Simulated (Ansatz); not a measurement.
Computed with Ansatz.

Basis-set series for CH$_{8}$BGaSn, SMILES `C[BH][SnH2][GaH2]`. Total charge 0; spin multiplicity 1. Sn takes the def2 core potential. All single points use the PBE0-D4/def2-TZVP geometry. It is one conformer, not always the lowest.

```xyz
12

C    -1.911   -0.388    1.082
B    -0.866   -0.975    0.102
Sn    1.292   -0.354    0.098
Ga    1.656    1.559   -1.658
H    -2.906   -0.271    0.642
H    -1.628    0.519    1.616
H    -2.029   -1.179    1.844
H    -1.208   -1.803   -0.695
H     1.759    0.245    1.638
H     2.348   -1.653   -0.268
H     2.159    1.246   -3.117
H     1.334    3.056   -1.285
```

```
functional       basis  functions  energy (Eh)  HOMO (eV)  LUMO (eV)
   PBE0-D4  def2-TZVPP        272  -2206.57038      -6.88      -2.30
   PBE0-D4  def2-QZVPP        525  -2206.61990      -6.88      -2.31
   ωB97M-V  def2-TZVPP        272  -2206.69024      -8.82      -0.58
   ωB97M-V  def2-QZVPP        525  -2206.73869      -8.82      -0.65
```

(1) Give the rows for def2-SVP. (Estimate.)

## Answers

(1) The calculation gave: 
| functional | basis | functions | energy (Eh) | HOMO (eV) | LUMO (eV) |
| --- | --- | --- | --- | --- | --- |
| PBE0-D4 | def2-SVP | 126 | -2206.24297 | -6.85 | -2.26 |
| ωB97M-V | def2-SVP | 126 | -2206.35567 | -8.76 | -0.49 |

Scalar relativity is left out up to krypton.
